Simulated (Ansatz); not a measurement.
Wavefunction ladder for GaH₅OSi, SMILES `[SiH3][O][GaH2]`

```xyz
8

Si    1.087    0.693   -0.446
O     0.136   -0.609   -0.210
Ga   -1.422   -1.025    0.557
H     0.490    1.921    0.155
H     1.273    0.928   -1.903
H     2.420    0.467    0.175
H    -1.802   -2.528    0.430
H    -2.183    0.152    1.242
```

Charge 0, multiplicity 1. Correlated methods include outer-core shells of Ga, which these sets cover unevenly. Scalar relativity is left out up to krypton. The structure was optimised at the PBE0-D4/def2-TZVP level. Frozen core, restricted reference, Ansatz.

```json
{"basis": "def2-SVP", "HF (Eh)": "-2289.60914", "MP2 corr.": "-0.50315", "CCSD corr.": "-0.52733", "(T)": "-0.01371", "CCSD(T) total": "-2290.15018"}
{"basis": "def2-TZVPP", "HF (Eh)": "-2290.06287", "MP2 corr.": "-0.59647", "CCSD corr.": "-0.62167", "(T)": "-0.02189", "CCSD(T) total": "-2290.70643"}
{"basis": "def2-QZVPP", "HF (Eh)": "-2290.11732", "MP2 corr.": "-0.87194", "CCSD corr.": "–", "(T)": "–", "CCSD(T) total": "–"}
```
